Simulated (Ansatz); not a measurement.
`[BH2][SnH2][NH2]` + HCl → `[NH2][SnH2][Cl]` + BH₃  (cleavage of the Sn–B bond)

Computed with Ansatz on PBE0-D4/def2-TZVP structures; ΔE is electronic, products minus reactants. CCSD(T)/CBS adds triple-zeta CCSD(T) − MP2 to the extrapolated MP2 energy (def2 sets, frozen cores). This one scheme is used for every species. DFT in def2-TZVPP. B3LYP here is the variant with VWN-RPA as its local correlation; programs differ in this. Elements past krypton have def2 core potentials. For Sn outer-core shells are correlated without core-valence functions, which leaves a few kJ/mol of doubt a bond. Each species was taken in one conformer, which may not be the lowest.

Task: Is it downhill or uphill in electronic energy at CCSD(T)/CBS, and by how much? (Best estimate.)

Result: Ansatz gave: Downhill: ΔE = -1.17 eV.

Task: What do these levels give: PBE-D4, ωB97M-V, B2PLYP, PBE, B3LYP, SCS-MP2/def2-TZVPP? (An estimate is asked.)

Result: Ansatz gave: PBE-D4 -1.09, ωB97M-V -1.20, B2PLYP -1.22, PBE -1.09, B3LYP -1.22, SCS-MP2/def2-TZVPP -1.20 eV.

Largest T1 diagnostic among the species: 0.013.

From PBE to PBE0 (25 % exact exchange), in def2-TZVPP and without D4, ΔE moves by −0.04 eV. In def2-TZVPP, CCSD(T) changes the Hartree–Fock value by +0.30 eV (the triples alone add +0.01 eV) and MP2 by +0.23 eV.
